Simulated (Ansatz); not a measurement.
C2H5FSeSi (`F[SiH]1CC[Se]1`), charge 0, multiplicity 1.

Question: Give a relaxed structure at PBE0-D4/def2-TZVP (the Gaussian-basis code of Ansatz). (Estimate.)

Answer: Computed: 
```xyz
10

F     0.6486   -2.0750    1.3920
Si   -0.3779   -0.9593    0.8834
C     0.4358    0.6217    0.3119
C     0.0011    0.5356   -1.1654
Se   -1.0638   -1.1561   -1.2531
H    -1.4229   -0.9062    1.9335
H     1.5219    0.6043    0.4234
H     0.0659    1.5236    0.8037
H     0.8352    0.4549   -1.8590
H    -0.6441    1.3564   -1.4703
```
This is one stationary point; other conformers may exist.
